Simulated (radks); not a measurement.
Results of a calculation; reference values are marked as such.
How relativity changes the ionisation of neutral palladium ([Kr] 4d10) to Pd+ ([Kr] 4d9). Spin-unpolarised spherical Kohn-Sham, PBE, point nucleus unless stated (finite: rms radius 4.5318 fm), a radial shooting solver on a logarithmic mesh with Libxc functionals. A level marked "c x" has the speed of light scaled by that factor and shares open shells by 2j + 1; other Dirac levels either fill j = l - 1/2 first or share by 2j + 1.

non-rel.: E(Pd) (hartree) -4939.79345; E(Pd+) (hartree) -4939.45340; IE (eV) 9.253; HOMO 4d; <r> HOMO (bohr) 1.573
scalar-rel.: E(Pd) (hartree) -5045.89144; E(Pd+) (hartree) -5045.55646; IE (eV) 9.115; HOMO 4d; <r> HOMO (bohr) 1.590
scalar-rel., finite nucleus: E(Pd) (hartree) -5045.79436; E(Pd+) (hartree) -5045.45938; IE (eV) 9.115; HOMO 4d; <r> HOMO (bohr) 1.590
Dirac, 2j+1 shares: E(Pd) (hartree) -5046.94088; E(Pd+) (hartree) -5046.60573; IE (eV) 9.120; HOMO 4d5/2; <r> HOMO (bohr) 1.606
Dirac, low j first: E(Pd) (hartree) -5046.94088; E(Pd+) (hartree) -5046.61278; IE (eV) 8.928; HOMO 4d5/2; <r> HOMO (bohr) 1.606
Dirac, 2j+1 shares, finite nucleus: E(Pd) (hartree) -5046.84357; E(Pd+) (hartree) -5046.50843; IE (eV) 9.120; HOMO 4d5/2; <r> HOMO (bohr) 1.606
Dirac, c x 1.25: E(Pd) (hartree) -5006.96346; E(Pd+) (hartree) -5006.62667; IE (eV) 9.165; HOMO 4d5/2; <r> HOMO (bohr) 1.594
Dirac, c x 5: E(Pd) (hartree) -4943.85528; E(Pd+) (hartree) -4943.51544; IE (eV) 9.247; HOMO 4d5/2; <r> HOMO (bohr) 1.574
Dirac, c x 100: E(Pd) (hartree) -4939.80358; E(Pd+) (hartree) -4939.46353; IE (eV) 9.253; HOMO 4d5/2; <r> HOMO (bohr) 1.573

NIST Atomic Spectra Database: 8.337 eV (measured). The relativistic part of the total energy of Pd is -107.1 hartree (Dirac, 2j+1 shares, finite nucleus), 2.2 % of the non-relativistic value. Spin polarisation and multiplet splitting of open shells are left out at every level.

Beside tabulated values, note that relativity, absent from the non-relativistic runs, is large for the heavy elements, and spin-unpolarised runs miss the spin-polarisation part of the exchange energy of open shells.
